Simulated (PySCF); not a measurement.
## Ionisation energy of Ag by level of theory

Ag [Kr] 4d10 5s1 (2S) → Ag⁺ [Kr] 4d10 (1S), as a difference of total energies. Computed with PySCF 2.14 in def2-SVP with the def2 core potential (28 electrons) (5s3p2d1f, 31 functions), with a scalar-relativistic core potential. Correlated levels: valence: 4s2 4p6 frozen. The calculations carry no spin-orbit coupling.

| method | ionisation energy (eV) | error (eV) |
| --- | --- | --- |
| UHF | 6.358 | -1.218 |
| M06-L | 7.317 | -0.259 |
| PBE0 | 7.661 | +0.085 |
| MP2 (valence) | 7.018 | -0.558 |
| SCS-MP2 (valence) | 6.920 | -0.656 |
| CCSD (valence) | 6.992 | -0.584 |
| CCSD(T) (valence) | 7.037 | -0.539 |

Reference: 7.576 eV (measured; NIST Atomic Spectra Database, ionization energies).

Errors of the correlated levels include the incompleteness of this basis and the frozen core.
